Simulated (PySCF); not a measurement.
InH2Et, C2H7In.
Cartesian coordinates in Å at the PBE0-D3(BJ)/def2-SVP level; atoms count from 1:
```
atom  x, y, z in Å
In1    0.8092    1.4965    0.5803
H2     2.5509    1.5074    0.5958
H3    -0.0380    3.0172    0.5260
C4    -0.2848   -0.3926    0.5652
C5    -0.4710   -0.9555   -0.8423
H6    -1.2612   -0.2269    1.0475
H7     0.2675   -1.1084    1.1951
H8    -1.0191   -1.9137   -0.8300
H9    -1.0442   -0.2742   -1.4925
H10    0.4907   -1.1496   -1.3452
```

Theory: PBE0-D3(BJ)/def2-SVP geometry optimisation, gas phase, def2 core potentials past Kr in PySCF 2.14.0.

Masses are those of the commonest isotopes; rigid-rotor values at the optimised geometry. The values belong to one conformer.

(1) Give the principal moments of inertia and the rotational constants in MHz.

(2) Classify the top.

(3) Is it planar, by Δ = Ic − Ia − Ib?

(4) Give the other two planar moments, Paa and Pbb, and the rms extents of the mass along the axes.

(5) List the rotational levels J(Ka,Kc) to J = 2 (MHz).

(6) Predict some low-J microwave lines.

## Answers

(1) Ia = 22.11, Ib = 180.68, Ic = 187.46 u·Å²; 505379 MHz·u·Å²/I gives A = 22860, B = 2797, C = 2696 MHz.

(2) A near-prolate asymmetric top: κ = (2 × 2797 − 22860 − 2696)/(22860 − 2696) = -0.99.

(3) Not planar: Δ = Ic − Ia − Ib = -15.33 u·Å². For a rigid frame Δ = −2 Σ m c², so Σ m c² = 7.67 u·Å² lies off the ab plane: 7.65 from hydrogen and 0.01 from heavier atoms. The atom farthest from that plane is 1.50 Å away.

(4) Paa = Σ m a² = (Ib + Ic − Ia)/2 = 173.02 and Pbb = Σ m b² = (Ia + Ic − Ib)/2 = 14.44 u·Å². With the mass M = 145.96 u, the rms extents √(P/M) along a, b and c are 1.09, 0.31, 0.23 Å.

(5) Above 0(0,0):
J = 1: 1(0,1) 5493, 1(1,1) 25556, 1(1,0) 25657
J = 2: 2(0,2) 16479, 2(1,2) 36441, 2(1,1) 36744, 2(2,1) 96932, 2(2,0) 96932
Those of J = 1 are B + C, A + C and A + B.

(6) The dipole components are |μa| = 0.75 D, |μb| = 0.33 D, |μc| = 0.01 D. The squared components, which scale the intensities, stand as 1.00 : 0.19 : 0.00 (a : b : c). Some lines, for components of 0.1 D or more:

```csv
type,branch,"J(Ka,Kc)",MHz,lower level (cm⁻¹)
a,Q,"2(1,1) ← 2(1,2)",303,1.216
a,R,"1(0,1) ← 0(0,0)",5493,0.000
a,R,"2(1,2) ← 1(1,1)",10885,0.852
a,R,"2(0,2) ← 1(0,1)",10986,0.183
a,R,"2(1,1) ← 1(1,0)",11087,0.856
b,Q,"1(1,0) ← 1(0,1)",20164,0.183
b,Q,"2(1,1) ← 2(0,2)",20265,0.550
b,R,"1(1,1) ← 0(0,0)",25556,0.000
b,R,"2(1,2) ← 1(0,1)",30948,0.183
b,Q,"2(2,0) ← 2(1,1)",60188,1.226
b,Q,"2(2,1) ← 2(1,2)",60491,1.216
b,R,"2(2,1) ← 1(1,0)",71275,0.856
b,R,"2(2,0) ← 1(1,1)",71376,0.852
```

Atoms past krypton carry def2 core potentials. Whether it is a minimum is left open (no frequencies). No vibrational averaging or centrifugal distortion is included, and the geometry carries the error of its method. A rigid rotor knows nothing of internal rotation, which can split or shift real lines.
